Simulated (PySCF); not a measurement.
C4H6ClF, SMILES F/C=C/CCCl.

Geometry optimised at r2SCAN-D4/def2-SVP. The structure was generated by enumeration; whether it is a known compound was not checked. One conformer was computed; it need not be the lowest.

Two levels are set side by side: PBE/def2-TZVP (PySCF) and HF/def2-TZVP (PySCF). Same geometry, gas phase. Differences are taken from unrounded values.

```
quantity                         HF
---------------------------  ------
orbital gap (eV)              13.54
highest occupied level (eV)  -10.00
lowest empty level (eV)        3.55
dipole moment (D)              2.88
mean polarisability (bohr³)    57.5
```

Task: What does PBE give, and how far is it from HF? (The exact figures need the calculation; the answer reports its results.)

Result: 
| quantity | PBE | PBE minus HF |
|---|---|---|
| orbital gap (eV) | 5.33 | -8.22 |
| highest occupied level (eV) | -6.06 | 3.93 |
| lowest empty level (eV) | -0.74 | -4.28 |
| dipole moment (D) | 2.45 | -0.43 |
| mean polarisability (bohr³) | 61.7 | 4.3 |

PBE's occupied levels lie high since its potential decays too fast outside the molecule; exact exchange lowers them and widens the gap. PBE's more diffuse valence density responds more strongly to a field. Differences between two approximate levels are no errors against the true value.

Rough cost on one machine, each run with all the roots and properties that it gave: HF against PBE about 1/3.
